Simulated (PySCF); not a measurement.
How methods differ on the excitation energy of Pt

Pt [Xe] 4f14 5d9 6s1 (3D) → Pt [Xe] 4f14 5d10 (1S), as a difference of total energies. All numbers are calculated (PySCF 2.14, scalar relativity through the core potential, in def2-TZVPPD with the def2 core potential (60 electrons)). Correlated levels: valence: 5s2 5p6 frozen. The calculations carry no spin-orbit coupling.

```tsv
method	excitation energy (eV)
UHF	1.031
MP2 (valence)	0.209
SCS-MP2 (valence)	0.178
CCSD (valence)	0.445
CCSD(T) (valence)	0.351
```

Q: How much does correlation contribute at CCSD(T) (valence)?

A: 0.351 − (1.031) = -0.680 eV, measured against UHF.

Errors of the correlated levels include the incompleteness of this basis and the frozen core.

For comparison: 0.239 eV (measured; NIST levels, between the centres of gravity of the two terms).
